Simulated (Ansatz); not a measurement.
`F[SiH](F)[SeH]` and `OC[SiH](F)F` differ in one atom or group.

Ansatz, PBE0-D4/def2-TZVP geometries, multiplicity 1. Each molecule was computed in one conformer, which needn't be the lowest.

Scalar relativity is left out up to krypton.

```json
{"property": "HOMO–LUMO gap (PBE0/def2-TZVPP) / eV", "`F[SiH](F)[SeH]`": "7.36"}
{"property": "HOMO–LUMO gap (PBE/def2-TZVPP) / eV", "`F[SiH](F)[SeH]`": "5.27"}
{"property": "LUMO energy (PBE/def2-TZVPP) / eV", "`F[SiH](F)[SeH]`": "-1.29"}
{"property": "LUMO energy (ωB97M-V/def2-TZVPP) / eV", "`F[SiH](F)[SeH]`": "1.53"}
{"property": "size of the dipole moment (ωB97M-V/def2-TZVPP) / D", "`F[SiH](F)[SeH]`": "0.86"}
{"property": "size of the dipole moment (PBE/def2-TZVPP) / D", "`F[SiH](F)[SeH]`": "0.84"}
```

**Question.** What does the change do to each property? (An estimate is asked.)

**Answer.** Computed: 
```
                                          property  `OC[SiH](F)F`  shift
              HOMO–LUMO gap (PBE0/def2-TZVPP) / eV           8.16   0.80
               HOMO–LUMO gap (PBE/def2-TZVPP) / eV           5.64   0.37
                 LUMO energy (PBE/def2-TZVPP) / eV          -0.74   0.55
             LUMO energy (ωB97M-V/def2-TZVPP) / eV           1.90   0.37
size of the dipole moment (ωB97M-V/def2-TZVPP) / D           2.05   1.19
    size of the dipole moment (PBE/def2-TZVPP) / D           1.90   1.06
```

With PBE0 the HOMO falls by 0.22 eV and the LUMO rises by 0.58 eV, so the gap widens by about 0.80 eV. PBE moves the HOMO by 0.18 eV and ωB97M-V by -0.40 eV. Dipoles are sizes alone; their direction can turn.

Spin–orbit coupling is left out; it splits and shifts lone-pair levels of the heavy atoms by tenths of an eV.
